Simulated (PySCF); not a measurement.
**Radial density of Co (cobalt, neutral)**

BLYP, [Ar] 3d7 4s2, high-spin 4F determinant. Calculation: PySCF 2.14, in x2c-TZVPPall (6s5p4d2f1g, 64 functions); the spin-free X2C one-electron Hamiltonian (Gaussian nucleus).

```tsv
r (bohr)	4πr²ρ (e/bohr)	4πr²(ρα − ρβ)
0.000956	0.2153	0.0000
0.00161	0.5436	0.0000
0.00270	1.359	0.0001
0.00455	3.284	0.0002
0.00765	7.443	0.0005
0.0129	15.15	0.0010
0.0217	25.79	0.0017
0.0364	32.67	0.0021
0.0613	28.43	0.0046
0.103	26.86	0.0306
0.173	36.67	0.2006
0.292	22.69	0.9584
0.490	15.58	2.4906
0.825	16.18	2.6670
1.39	4.658	1.1155
2.33	1.386	0.2060
3.92	0.3821	-0.0045
6.60	0.02119	-0.0034
11.1	3.280e-05	0.0000
```

Densities and radii are taken from the X2C orbitals without a picture-change correction, which distorts them close to the nucleus.

Q: Where is the radial spin density 4πr²(ρα − ρβ) most negative, and why is it negative at all?

A: Around r = 3.92 bohr, down to -0.0045 e/bohr: exchange with the open shell polarises the paired shells in an unrestricted calculation.
